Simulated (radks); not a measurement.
Fractional charge and spin in the 6s shell of cerium: the spin-up occupation runs from 0 to 1 and the spin-down occupation from 0 to 1; the fullest corner is Ce, [Xe] 4f(up 0.5, down 0.5) 5d(up 0.5, down 0.5) 6s(up 1, down 1). Method: scalar-relativistic Kohn-Sham, BLYP, spin-polarised, spherical densities, point nucleus; computed with a radial shooting solver on a logarithmic mesh with Libxc functionals. Energy (eV) above the fullest corner. The planes named below are the two flat planes that join the four corners, with an edge along up + down = one added electron.

down \ up       0    0.25     0.5   0.75      1
0          17.138  13.829  10.850  8.197  5.866
0.25       13.829  10.879   8.255  5.951  3.959
0.5        10.850   8.255   5.979  4.013  2.352
0.75        8.197   5.951   4.013  2.377  1.035
1           5.866   3.959   2.352  1.035  0.000

Corners above the fullest one (they belong to Ce+ and the next ion): (up 1, down 0) 5.866 eV, (up 0, down 1) 5.866 eV, (up 0, down 0) 17.138 eV. With half an added electron in each spin the energy lies 0.113 eV from the planes, and with half an added electron in spin up alone -0.652 eV. The planes are only a guide here: the flat-plane condition holds for ground states with one frontier orbital, while this shell lies below other occupied shells, so the corners above the fullest one are inner-hole states and not the ground states of those ions.
